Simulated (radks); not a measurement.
Values are calculated unless marked as measured or tabulated.
Problem. Ionisation of the terbium ion Tb+, [Xe] 4f9 6s1, to [Xe] 4f9 as the strength of local exchange is varied. Level of theory: scalar-relativistic Kohn-Sham, Slater X-alpha exchange (alpha = 2/3 is LDA exchange), no correlation, spin-polarised, spherical densities, finite nucleus; open shells are filled with parallel spins first (spin-orbit coupling, left out, can overturn this in heavy ions); Fermi nuclear charge, rms radius 5.06 fm (a radial shooting solver on a logarithmic mesh with Libxc functionals).

alpha  E(Tb+) (hartree)  exchange (hartree)  IE (eV)  -e of the level emptied (eV)  <r> of it (bohr)
0.667       -11693.9142           -241.7747   11.317                    8.738 (6s)             3.754
0.839       -11756.6829           -305.8846   12.305                    9.810 (6s)             3.613
0.901       -11779.3976           -329.1663   12.676                   10.215 (6s)             3.565
1.048       -11833.4399           -384.7294   13.584                   11.212 (6s)             3.454
?           -11701.9225           -249.9355   11.440                    8.871 (6s)             3.736

Which alpha was used in the last row?

Solution. alpha = 0.689. NIST Atomic Spectra Database: 11.51 eV (semi-empirical). The Delta-SCF value meets it near alpha = 0.70. Open shells are spherical and high-spin; term and fine-structure splittings are not resolved. Spin-orbit splitting is averaged out at the scalar-relativistic level.
